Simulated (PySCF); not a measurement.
Chain-length series, n-germane methyl/methyl (end groups after the name). Gas-phase values, no solvent. One relaxed conformer stands for each flexible species; it need not be the lowest. Strings in code marks are SMILES.

All values below come from PySCF with TPSSh-D3(BJ)/def2-TZVP // PBE0-D3(BJ)/def2-SVP. All candidates: neutral, multiplicity 1. Excitations are Tamm–Dancoff values on a coarser integration grid. The basis has no diffuse functions, so Rydberg states are missing or too high.

The S1 excitation (TDA) comes out as 6.67 eV and the brightest of the four lowest singlets (TDA) is 6.67 eV. The HOMO is -6.84 eV.

Question: Say which member has these values.
(A) `[CH3][GeH2][GeH2][GeH2][GeH2][CH3]`
(B) `[CH3][GeH2][GeH2][GeH2][CH3]` (C–Ge–Ge–Ge torsion 180°, Ge–Ge–Ge–C torsion 180°)
(C) `[CH3][GeH2][CH3]`
(D) `[CH3][GeH2][GeH2][GeH2][GeH2][GeH2][GeH2][CH3]`

Answer: B, `[CH3][GeH2][GeH2][GeH2][CH3]` (C–Ge–Ge–Ge torsion 180°, Ge–Ge–Ge–C torsion 180°). The others give `[CH3][GeH2][GeH2][GeH2][GeH2][CH3]`: 6.20 eV, 6.20 eV, -6.64 eV; `[CH3][GeH2][GeH2][GeH2][GeH2][GeH2][GeH2][CH3]`: 5.49 eV, 5.49 eV, -6.42 eV; `[CH3][GeH2][CH3]`: 8.21 eV, 8.64 eV, -7.84 eV
